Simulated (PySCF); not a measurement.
**UHF on Ag⁻ (silver, charge -1)**

Configuration: [Kr] 4d10 5s2, closed-shell 1S. Calculation: PySCF 2.14, in def2-TZVPPD with the def2 core potential (28 electrons); scalar relativity through the core potential.

```
Total energy             : -146.111775 hartree
One-electron energy      : -265.9900 hartree
Hartree (Coulomb) energy : 133.3163 hartree
Exchange energy          : -13.4381 hartree
⟨S²⟩                     : 0.0000
⟨L²⟩                     : 0.000
Sum of ⟨r⟩               : 30.03 bohr
Sum of ⟨r²⟩              : 69.97 bohr²
```

```json
{"shell": "4s", "electrons": "2", "mean orbital energy (hartree)": "-4.09656", "rms radius, mean of both spins (bohr)": "0.983"}
{"shell": "4p", "electrons": "6", "mean orbital energy (hartree)": "-2.54892", "rms radius, mean of both spins (bohr)": "1.08"}
{"shell": "4d", "electrons": "10", "mean orbital energy (hartree)": "-0.27365", "rms radius, mean of both spins (bohr)": "1.54"}
{"shell": "5s", "electrons": "2", "mean orbital energy (hartree)": "-0.00521", "rms radius, mean of both spins (bohr)": "4.32"}
```

Energies and moments cover only the electrons outside the core potential. The outer electron is barely bound at this level, so radii and moments hang on the diffuse functions.
